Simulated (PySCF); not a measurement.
# C8H9O: g tensor and hyperfine couplings

Species: C8H9O (doublet state).
Bonds: C1–C2 (double), C2–C3, C3–C4, C4–C5, C5–C6, C6–O7, O7–C8, C8–C9 (double), C1–C9, C4–C8. Hydrogens: H10 on C1; H11 on C2; H12, H13 on C3; H14, H15 on C5; H16, H17 on C6; H18 on C9.

Identity: `C1=CC[C]2CCOC2=C1` [radical].

Method: UKS B3LYP, pcH-1 on C H O, non-relativistic, mean-field spin-orbit, GIAO (PySCF). Isolated species at its GFN2-xTB geometry, gas phase. Couplings are sensitive to structure, and on GFN2-xTB geometries they can be far from those on DFT ones. Stability of the SCF solution: not tested. ⟨S²⟩ is 0.785 where a pure state has 0.75.

```json
{
 "g1, g2, g3": "2.00218, 2.00265, 2.00289",
 "g_iso": "2.00257",
 "Form of g": "rhombic: the two nearest values differ by 34 % of g3 − g1",
 "⟨S²⟩": "0.7847 (exact 0.7500)",
 "α and β electrons": "33, 32",
 "Basis functions": "315"
}
```

Isotropic coupling and dipolar principal values T1 to T3, in MHz; ρ(0) is the spin density at the nucleus:

```
atom  isotope  a_iso     T1     T2    T3  Mulliken spin population  ρ(0) (bohr⁻³)
  C1      13C  -35.0  -22.3    9.5  12.8                     -0.20        -0.0311
  C2      13C   34.9  -31.5  -29.4  60.9                      0.40         0.0310
  C3      13C  -34.2   -1.0   -0.1   1.1                     -0.09        -0.0304
  C4      13C   41.1  -37.7  -36.0  73.8                      0.45         0.0365
  C5      13C  -16.0   -0.8   -0.3   1.1                     -0.04        -0.0142
  C6      13C    0.5   -0.7   -0.3   1.0                      0.00         0.0004
  O7      17O    4.5   -5.5   -4.1   9.5                     -0.02        -0.0074
  C8      13C  -39.4  -22.9   10.0  12.8                     -0.18        -0.0350
  C9      13C   45.4  -42.0  -39.8  81.8                      0.53         0.0403
 H10       1H    9.3   -3.8   -1.0   4.8                      0.01         0.0021
 H11       1H  -25.6  -14.8   -1.2  16.0                     -0.02        -0.0057
 H12       1H  154.0   -3.7   -0.4   4.1                      0.06         0.0345
 H13       1H  151.6   -3.7   -0.4   4.1                      0.06         0.0339
 H14       1H   47.2   -2.3   -2.2   4.5                      0.02         0.0106
 H15       1H   47.2   -2.3   -2.2   4.5                      0.02         0.0106
 H16       1H   -2.0   -1.1   -1.0   2.1                      0.00        -0.0004
 H17       1H   -2.0   -1.1   -1.0   2.1                      0.00        -0.0004
 H18       1H  -34.6  -20.6    0.1  20.5                     -0.02        -0.0077
```

The Mulliken spin populations are largest on C9 (+0.53), C4 (+0.45), C2 (+0.40) and C1 (-0.20). Three atoms exceed +0.15. The positive populations add up to 1.56 and the negative ones to -0.56, together 2S = 1. The angles at C9 add up to 360.0°, so it is planar.

The SMILES `C1=CC[C]2CCOC2=C1` draws the unpaired electron on C4, whose computed spin population is only +0.45.

Axes: g2 points within 1° of the C2–C3 bond.

Under fast tumbling the dipolar parts average out, and these isotropic splittings remain: 2 × 1H (H12/H13, I = 1/2, 3 lines) with 5.45 mT, 2 × 1H (H14/H15, I = 1/2, 3 lines) with 1.68 mT, 1 × 1H (H18, I = 1/2, 2 lines) with 1.23 mT, 1 × 1H (H11, I = 1/2, 2 lines) with 0.91 mT, 1 × 1H (H10, I = 1/2, 2 lines) with 0.33 mT and 2 × 1H (H16/H17, I = 1/2, 3 lines) with 0.07 mT.

Means are taken over nuclei equivalent by connectivity, which assumes that they swap fast.

The 13C coupling of C9 (45.4 MHz) shows only in satellite lines or after enrichment, since that isotope makes up about 1.07 % of natural carbon.
